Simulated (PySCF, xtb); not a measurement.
B(H)(Cl)(NMe2) (C₂H₇BClN), SMILES CN(C)BCl. One conformer was computed; it need not be the lowest.

Harmonic wavenumbers (cm⁻¹) from GFN2-xTB in xtb 6.7.1 at its own minimum, in rising order: 144, 164, 212, 222, 354, 359, 448, 726, 745, 880, 1035, 1055, 1089, 1136, 1139, 1217, 1406, 1413, 1454, 1468, 1480, 1480, 1514, 2629, 2943, 2949, 2963, 2970, 3048, 3052.

Problem. What does PBE-D3(BJ)/def2-SVP in PySCF give at its own minimum? (The exact figures need the calculation; the answer reports its results.)

Solution. 150, 196, 229, 241, 340, 362, 449, 776, 791, 877, 1037, 1040, 1074, 1124, 1133, 1226, 1371, 1390, 1403, 1405, 1418, 1420, 1509, 2583, 2936, 2942, 2999, 3007, 3090, 3096. Paired by order, the mean absolute difference is 26 cm⁻¹ and the zero-point energies are 59.6 and 59.5 kcal/mol.
